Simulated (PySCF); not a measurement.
**Simulated absorption spectrum**

Compound: C7H8NPS.
InChI=1S/C7H8NPS/c1-4-6-7(8(2)3)10-5-9-6/h1,5H,2-3H3

The calculation used TDDFT CAM-B3LYP/def2-SVPD, vertical, gas phase, core orbitals frozen in the response (PySCF). Geometry: PBE0-D3(BJ)/def2-SVP; no solvent, vibrations or thermal averaging. Torsions of this conformer, `[CH:1]#[C:2][c:3]1[p:4][cH:5][s:6][c:7]1[N:8]([CH3:9])[CH3:10]`: S6–C7–N8–C9 -137°.

Computed states:

| state | E (eV) | f |
| --- | --- | --- |
| S1 | 4.23 | 0.062 |
| S2 | 4.60 | 0.058 |
| S3 | 5.01 | 0.0058 |
| S4 | 5.26 | 0.295 |
| S5 | 5.42 | 0.111 |
| S6 | 5.47 | 0.021 |
| S7 | 5.48 | 0.061 |
| S8 | 5.59 | 0.026 |
| S9 | 5.73 | 0.0078 |
| S10 | 5.94 | 0.0012 |

Broadening: Gaussians 0.25 eV wide at half height, area fixed by f = 4.319×10⁻⁹ ∫ε dν̃. The width is an assumption, not a result. The curve ends short of the highest state used, and states not computed would add to its high-energy end.

Q: Give the broadened spectrum and its maxima.

A: 
```csv
λ (nm),ε (L mol⁻¹ cm⁻¹)
232.0,36175
233.6,37721
235.2,37334
236.9,34216
238.5,28986
240.1,22521
241.7,16056
243.4,10268
245.0,6293
246.6,3687
248.2,2131
249.9,1224
251.5,779
253.1,567
254.7,525
256.4,664
258.0,996
259.6,1551
261.2,2325
262.8,3270
264.5,4343
266.1,5264
267.7,5946
269.3,6275
271.0,6190
272.6,5749
274.2,5073
275.8,4318
277.5,3607
279.1,3159
280.7,3008
282.3,3176
284.0,3666
285.6,4334
287.2,5086
288.8,5794
290.5,6365
292.1,6641
293.7,6618
295.3,6302
297.0,5696
298.6,4953
300.2,4129
301.8,3305
303.4,2543
305.1,1846
306.7,1314
308.3,903
309.9,599
311.6,374
313.2,232
314.8,139
316.4,81
318.1,44
319.7,24
321.3,13
```

Maxima: 293 nm (4.23 eV), ε about 6700, made up of S1 (100%); 270 nm (4.60 eV), ε about 6300, made up of S2 (100%); 234 nm (5.29 eV), ε about 38000, made up of S4 (79%) and S5 (15%) (ε in L mol⁻¹ cm⁻¹; maxima over ε = 5, shares over 10%).

Q: On this curve, what absorbance would a 10⁻⁴ mol/L sample give at 308 nm over a 1 cm path?

A: 308 nm is 4.025 eV, where ε is about 970 L mol⁻¹ cm⁻¹, so A = ε c l ≈ 0.097 (Beer–Lambert, with the gas-phase spectrum and the assumed width).

Q: Coming from long wavelengths, where does ε first pass 100 L mol⁻¹ cm⁻¹?

A: At about 316 nm (3.93 eV), 0.31 eV below S1.

Q: What would ε be at 5.29 eV, the highest of these maxima, with half the width (0.125 eV)?

A: About 54000 L mol⁻¹ cm⁻¹ against 37800, a factor of about 1.4; a lone state at its own centre would give exactly 2.

The vertical ionisation energy (ΔSCF) is 7.49 eV, 1.54 eV above S10.
